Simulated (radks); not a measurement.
Results of a calculation; reference values are marked as such.
Dynamic dipole polarisability and lines of the cerium ion Ce22+, [Kr]. Level of theory: scalar-relativistic Kohn-Sham, LB94 model potential, spin-unpolarised, spherical densities, finite nucleus; Fermi nuclear charge, rms radius of each element as measured or else 0.836 A^(1/3) + 0.57 fm (a radial shooting solver on a logarithmic mesh with Libxc functionals). Time-dependent linear response with the Hartree and adiabatic LDA kernel, continuum included through the Sternheimer equations, no spin-orbit coupling, so fine structure and intercombination lines are absent. Lines are the poles of the dipole polarisability below minus the highest occupied eigenvalue, found on a grid refined at the orbital gaps; the lowest seven at most are given, and weak or close lines can be missed. The first line takes the name of the lowest orbital gap if no other gap lies below it; otherwise a line is named after a gap within 0.6 % of it, if that gap stands alone.

| photon energy (eV) | alpha (bohr^3) |
|---|---|
| 0 | 0.1800 |
| 37.309 | 0.1937 |
| 111.93 | 0.5702 |
| 186.54 | -0.1368 |
| 261.16 | -0.01228 |
| 335.78 | -0.01628 |
| 410.39 | -0.1624 |
| 485.01 | -0.005767 |
| 559.63 | 0.1782 |
| 634.24 | -0.001586 |
| 708.86 | 0.005231 |

Lines (eV, oscillator strength): 132.83 (9.334 nm, 4p-4d), f = 3.78; 298.63 (4.152 nm, 4p-5s), f = 0.641; 380.20 (3.261 nm, 4p-5d), f = 0.616; 408.35 (3.036 nm, 4s-5p), f = 0.308; 466.57 (2.657 nm, 4p-6s), f = 0.134; 509.04 (2.436 nm, 4p-6d), f = 0.293; 560.02 (2.214 nm, unassigned), f = 0.111. Higher lines, where found, are left out when the end of the mesh affects them. Those listed give 95 % of the static polarisability (sum of f/w^2). Orbital energy gaps for comparison: 4p-4d 108.20 eV; 4p-5s 297.93 eV; 4p-5d 378.93 eV; 4s-5p 407.28 eV; 4p-6s 466.23 eV.
